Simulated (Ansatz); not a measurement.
Reaction (redistribution): `C=C[SiH2][SiH3]` + `F[C@@H]1[NH][Ge@@H]1[F]` → `C=C[SiH2][SiH2]F` + `[F][GeH]1[CH2][NH]1`

Isolated molecules relaxed with PBE0-D4/def2-TZVP in Ansatz; ΔE leaves out vibrations. CCSD(T)/CBS is the MP2 limit (def2-TZVPP, def2-QZVPP) plus CCSD(T) − MP2 in def2-TZVPP, frozen cores. For Ge outer-core shells are correlated without core-valence functions, which leaves a few kJ/mol of doubt a bond. Scalar relativity is left out up to krypton. Each species was taken in one conformer, which may not be the lowest.

```
                  species  MP2/CBS(def2) energy (Eh)
        `C=C[SiH2][SiH3]`                 -658.95283
`F[C@@H]1[NH][Ge@@H]1[F]`                -2370.17304
       `C=C[SiH2][SiH2]F`                 -758.21095
    `[F][GeH]1[CH2][NH]1`                -2270.99450
```

(1) Work out ΔE.

(2) What do rigid-rotor, harmonic-oscillator terms from PBE0-D4/def2-TZVP frequencies (298.15 K, 1 bar) make of the CCSD(T)/CBS value? (Best estimate.)

Largest T1 diagnostic among the species: 0.013.

## Answers

(1) ΔE = (-758.21095) + (-2270.99450) − (-658.95283) − (-2370.17304) = -0.07958 Eh = -2.17 eV. CCSD(T)/CBS gives -2.06 eV.

(2) Computed: ΔZPE = +0.10 eV, ΔH = -1.97 eV, ΔS = -3 J/(mol·K), ΔG = -1.96 eV. Modes under 50 cm⁻¹ make the entropy rough.

From PBE to PBE0 (25 % exact exchange), in def2-TZVPP and without D4, ΔE moves by −0.10 eV. At CCSD(T), def2-SVP lies +0.44 eV from the extrapolated value and def2-TZVPP +0.07 eV. Leaving LDA and LC-ωPBE aside and taking each functional with its dispersion term where it has one, the values, not all of them listed here, spread over 0.27 eV, from BHLYP-D4 to revPBE-D4. LDA lies +0.10 eV from PBE without D4.
